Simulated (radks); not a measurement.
The numbers below are computed, except where a source is named.
Question: Ionisation of Ne, [Ne], to Ne+, [He] 2s2 2p5, under several functionals. Scalar-relativistic Kohn-Sham, spin-polarised, spherical densities, finite nucleus; open shells are filled with parallel spins first; a radial shooting solver on a logarithmic mesh with Libxc functionals. Known Delta-SCF values: exchange-only B88 20.875 eV. What does exchange-only r2SCAN give, and what is its highest occupied eigenvalue?

Answer: 21.483 eV by Delta-SCF; the 2p eigenvalue is -13.089 eV. NIST: 21.565 eV (measured).
